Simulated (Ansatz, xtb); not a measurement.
## C4H7BSi: 3 structures ranked

3 gas-phase structures of C4H7BSi, from a drawn sample of its isomers (lower ones may exist). Each was relaxed with GFN2-xTB:

A. `[SiH3]B1C=CC=C1`, a singlet
B. `[SiH3]C1=CBC=C1`, a singlet
C. `[SiH3]C1=CC=CB1`, a singlet

Task: Estimate their order in r2SCAN-D4/def2-SVP energy at these geometries, lowest first.

Result: Calculated order at r2SCAN-D4/def2-SVP: C (0.0), B (2.3), A (5.0) kcal/mol.

Energies above the lowest of each column, in kcal/mol; the last columns are at PBE0-D3(BJ)/def2-SVP geometries:

```json
{"structure": "C", "GFN2-xTB": "0.1", "HF/STO-3G": "0.0", "r2SCAN-D4/def2-SVP": "0.0", "PBE0-D3(BJ)/def2-SVP": "0.0", "CCSD(T)/def2-SVP + ΔMP2/def2-TZVPP": "0.0"}
{"structure": "B", "GFN2-xTB": "0.0", "HF/STO-3G": "0.0", "r2SCAN-D4/def2-SVP": "2.3", "PBE0-D3(BJ)/def2-SVP": "2.2", "CCSD(T)/def2-SVP + ΔMP2/def2-TZVPP": "2.1"}
{"structure": "A", "GFN2-xTB": "8.8", "HF/STO-3G": "9.0", "r2SCAN-D4/def2-SVP": "5.0", "PBE0-D3(BJ)/def2-SVP": "3.7", "CCSD(T)/def2-SVP + ΔMP2/def2-TZVPP": "5.7"}
```

Every level run on C puts it lowest or level with the lowest. A keeps a small imaginary mode. ΔMP2 is the change of the MP2 energy from the smaller to the larger basis.

Programs: Ansatz 0.2.0, xtb 6.7.1.
